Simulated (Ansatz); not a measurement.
**Calibrating B2PLYP/def2-TZVPP on molecular compounds of Cd**

The vertical ionisation energy (cation less neutral) in eV of 6 molecular compounds of Cd: x at B2PLYP/def2-TZVPP, y at CCSD(T)/def2-TZVPP. Shapes, held fixed at every level: PBE0-D4/def2-TZVP. Flexible molecules stand in one conformer, not always the lowest. Programs: Ansatz 0.2.0.

| molecule | x (eV) | y (eV) |
| --- | --- | --- |
| CH3CdClS (SMILES C[S][Cd][Cl]) | 9.02 | 9.02 |
| C3H8CdO2 (SMILES CC(C)[O][Cd][OH]) | 9.31 | 9.31 |
| Cd(NH2)F | 9.86 | 9.78 |
| CdCl2 (SMILES [Cl][Cd][Cl]) | 11.12 | ? |
| CdClF (SMILES [F][Cd][Cl]) | 11.71 | 11.63 |
| CdF2 (SMILES [F][Cd][F]) | 13.30 | 13.18 |

Q: Fit y = c + s·x to the known rows and predict y for CdCl2.

A: 
1. Means of the 5 rows: x = 10.6400, y = 10.584.
2. Σ(Δx)² = 13.222, Σ(Δx·Δy) = 12.88, so the slope is 12.88/13.222 = 0.97413.
3. Intercept: 10.584 − (0.97413) × 10.6400 = 0.219. The largest residual of the fit is 0.044.
4. CdCl2: 0.219 + 0.97413 × 11.12 = 11.05 eV.

CCSD(T)/def2-TZVPP gives 11.40 eV, so the prediction is off by -0.35 eV, more than the largest residual. Uncorrected, B2PLYP/def2-TZVPP misses CdCl2 by -0.28 eV, and the other rows by 0.06 on average. The line makes this one worse. Left out in turn, the other rows are missed by 0.03 eV on average, so the withheld one doesn't follow the line. Cations run unrestricted. For atoms past krypton def2 sets carry core potentials with scalar relativity. Outer-core shells of Cd are correlated, in sets that cover them unevenly.
